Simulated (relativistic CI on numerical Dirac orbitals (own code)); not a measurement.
How well does a small relativistic CI reproduce Os6+?

Computed by Dirac-Coulomb-Breit CI, KLI orbitals optimised for each configuration, model QED (radiative potential, 1s self-energy scaled to tabulated hydrogen-like ionisation energies), unscaled Slater integrals (own radial code, finite nucleus).

CI space (outside the closed core [Kr] 4d10 4f14 5s2): 5p6 5d2, 5p6 5d 6s, 5p6 5d 5f, 5p6 5d 6p, 5p5 5d3, 5p6 6s2, 5p6 5d 5g, 5p6 5f2, 5p6 5d 6d, 5p6 6s 6p, 5p6 5d 7s, 5p6 5d 7p, 5p6 5g2, 5p6 5d 6f, 5p6 6p2. Double excitations out of closed p, d and f shells are left out; levels of such configurations are missing from the list, as are those of other unlisted configurations, and high levels can miss mixing partners.

```
Configuration  Term (tabulated)  J  Measured (cm⁻¹)  Computed  Error  Purity (%)
      5p6 5d2                3F  2              0.0         0      0          89
      5p6 5d2                3F  3          10308.0      9499   -809         100
      5p6 5d2                3P  0          15837.0     17753   1916          92
      5p6 5d2                3P  1          22098.0     23260   1162         100
      5p6 5d2                1G  4          31274.0     32661   1387          89
      5p6 5d2                3P  2          33127.0     33430    303          59
      5p6 5d2                1S  0          57710.0     60772   3062          92
    5p6 5d 6s                3D  1         129301.0    131668   2367         100
    5p6 5d 6s                3D  2         131416.0    133985   2569          85
    5p6 5d 6s                3D  3         142163.0    143883   1720         100
    5p6 5d 6s                1D  2         148023.0    151097   3074          84
```

Measured levels from van het Hof, Joshi, Wyart and Sugar, J. Res. Natl. Inst. Stand. Technol. 100, 687 (1995); pairs were made by configuration, J and term (by order where the table uses no LS term), so strongly mixed levels may be paired wrongly.

Mean error by configuration (cm⁻¹): 5p6 5d2 1170; 5p6 5d 6s 2433. Over the excited levels the mean absolute error is 1837 cm⁻¹ (10 of the 11 excited levels that our extract of the source holds in range could be paired, and the others can miss by more), and the median relative error of those above 1,000 cm⁻¹ is 3.3 %. Some levels of the ground configuration have no partner.
